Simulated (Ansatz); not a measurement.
Input file for Ansatz (an electronic-structure program): R-MP2/def2-QZVPP on GeHIO (SMILES [OH][Ge][I]), a point of a torsion scan. Elements past Kr take the def2 small-core potentials; no spin–orbit coupling. Files ending in .json are basis or fitting sets from the Basis Set Exchange. The run froze 24 orbitals, filled d shells among them.

Ansatz 0.2 input:
```yaml
crystal:
  periodic: [false, false, false]
  atoms:
    - {symbol: O, position_ang: [-1.08239017, 0.19198568, 0.21002248]}
    - {symbol: Ge, position_ang: [0.46731808, 0.93583899, -0.18753004]}
    - {symbol: I, position_ang: [-0.15992154, 3.37962940, 0.34407725]}
    - {symbol: H, position_ang: [-1.54972297, -0.57518036, -0.10235708]}
basis:
  gaussian:
    orbitals: def2-QZVPP.json
magnetization: {spin_polarized: false}
correlation: {method: mp2, electrons: outside_noble_gas}
scf: {lower_state_search: off}
```

The log:

```
WARN ansatz: RAYON_NUM_THREADS=1 ignored (pool sized by the plan → 1); use --threads N
Functional definition: HF
these checks for a lower state are left out or cut short: stability, starts, cluster_reference, orbital_swaps, neighbouring_geometries, increment
integrals: 0.69 GiB planned
1671 factors; integrals over basis functions are off by at most 4.5e-4 eV
mean field: 1.01 GiB planned
mean field evaluation 1: about -66599.9165 eV, gradient 4.0e1 eV
mean field evaluation 2: about -66599.9972 eV, gradient 4.0e1 eV
mean field evaluation 4: about -66603.0478 eV, gradient 2.8e0 eV
mean field evaluation 8: about -66603.0952 eV, gradient 4.0e-1 eV
mean field evaluation 16: about -66603.0967 eV, gradient 2.7e-6 eV
mean field -66603.09672487 eV, -2447.6186594385 hartree, gradient 2.7e-6 eV, S^2 0.000000; 0 other end points of the search recorded, 0 dependent functions left out
24 core orbitals not correlated
reference -66603.09672487 eV, -2447.6186594385 hartree; 9, 9 occupied and 225, 225 virtual orbitals, 1671 factors
second order -14.07735292 eV of doubles, -0.00000000 eV of singles
Total energy: -66617.17407779 eV, -2448.1359926165 hartree
Checks for a lower state left out: stability, starts, cluster_reference, orbital_swaps, neighbouring_geometries, increment
```

The run converged.

Cost: very roughly 19 core-seconds.
